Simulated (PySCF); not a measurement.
Cartesian coordinates (Å):
```xyz
3

Zn     0.0000     0.0000     0.0000
H      1.1784    -0.3798     0.9311
H     -1.1784     0.3798    -0.9311
```
Charge 0, multiplicity 1.

Task: What charge on the central atom (meta-Löwdin), charge on the central atom (Mulliken), LUMO, HOMO–LUMO gap and HOMO does TPSSh-D3(BJ)/def2-TZVP // BP86-D3(BJ)/def2-SVP (PySCF) give?

Result: 
```yaml
charge on the central atom (meta-Löwdin): 0.88 e
charge on the central atom (Mulliken): 0.11 e
LUMO: -0.94 eV
HOMO–LUMO gap: 6.56 eV
HOMO: -7.49 eV
```
